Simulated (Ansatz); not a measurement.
Ansatz (a quantum-chemistry and plane-wave program) job for GeFCl3, SMILES [F][Ge]([Cl])([Cl])[Cl], CAM-B3LYP/def2-SVPD. Coordinates come from a B3LYP-D3(BJ)/def2-SVP optimisation.

Ansatz 0.2 input:
```yaml
crystal:
  periodic: [false, false, false]
  atoms:
    - {symbol: F, position_ang: [0.00000000, -0.00000000, 1.91816172]}
    - {symbol: Ge, position_ang: [0.00000000, -0.00000000, 0.19287149]}
    - {symbol: Cl, position_ang: [1.75851027, 1.01527638, -0.45951653]}
    - {symbol: Cl, position_ang: [-1.75851027, 1.01527638, -0.45951653]}
    - {symbol: Cl, position_ang: [-0.00000001, -2.03055275, -0.45951653]}
basis:
  gaussian:
    orbitals: def2-SVPD
hamiltonian:
  xc: {name: CAM-B3LYP}
```

Log of the run:

```
WARN ansatz: RAYON_NUM_THREADS=1 ignored (pool sized by the plan → 1); use --threads N
Functional definition: CAM-B3LYP
integrals: 0.13 GiB planned
1322 factors; integrals over basis functions are off by at most 3.4e-4 eV
integrals: 0.23 GiB planned
446 factors; integrals over basis functions are off by at most 2.7e-5 eV
mean field: 1.17 GiB planned
mean field evaluation 1: about -96787.6512 eV, gradient 4.3e1 eV
mean field evaluation 2: about -96784.7735 eV, gradient 6.4e1 eV
mean field evaluation 4: about -96790.9226 eV, gradient 1.8e0 eV
mean field evaluation 8: about -96790.9489 eV, gradient 8.0e-2 eV
mean field evaluation 16: about -96790.9489 eV, gradient 4.5e-5 eV
mean field -96790.94891905 eV, -3557.0017655136 hartree, gradient 4.4e-5 eV, S^2 0.000000; 0 other end points of the search recorded, 0 dependent functions left out
reference -96790.94904680 eV, -3557.0017702081 hartree; 46, 46 occupied and 96, 96 virtual orbitals, 1322 factors
Total energy: -96790.94904680 eV, -3557.0017702081 hartree
```

The calculation finished and met its thresholds.

Cost: around 5 core-seconds (rough).
